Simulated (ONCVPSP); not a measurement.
Transferability test, ONCV potential for titanium (Ti)

ONCVPSP 4.0.1 input, shortened (lines: element, Z, core and valence counts, functional; n l f; lmax; l rc ep ncon nbas qcut; lloc lpopt rc5 dvloc0; l nproj debl; icmod fcfact rcfact), PBE, scalar-relativistic:

```
  Ti 22.00    3    4        4      upf
    1    0    2.00
    2    0    2.00
    2    1    6.00
    3    0    2.00
    3    1    6.00
    3    2    2.50
    4    0    1.50
    2
    0    1.85    0.00    4    7    7.20
    1    1.30    0.00    3    7   11.20
    2    2.25    0.00    5    9    8.30
    4    1    1.05    0.00
    0    3    2.90
    1    2    1.90
    2    1    2.80
    3    3.50    1.25
```

Energies are relative to the spin-unpolarised reference configuration 3s2 3p6 3d2.5 4s1.5; without spin polarisation the order of configurations can differ from experiment.

```json
{"valence configuration": "3s2 3p6 3d2 4s2", "charge": "0", "ΔE all-electron (eV)": "-0.353", "error AE − PS (meV)": "+8.1"}
{"valence configuration": "3s2 3p6 3d2 4s0", "charge": "+2", "ΔE all-electron (eV)": "20.566", "error AE − PS (meV)": "-6.0"}
{"valence configuration": "3s2 3p6 3d3 4s1", "charge": "0", "ΔE all-electron (eV)": "0.753", "error AE − PS (meV)": "+1.9"}
```

**Question.** What are ΔE and the potential's error for 3s2 3p6 3d2 4s1?

**Answer.** ΔE = 6.994 eV all-electron; the error (AE − PS) is +2.3 meV.

Levels in the configuration 3s2 3p6 3d2 4s0:

```tsv
level	all-electron (eV)	pseudo (eV)
3s	-78.550	-78.604
3p	-54.765	-54.795
3d	-19.680	-19.676
```
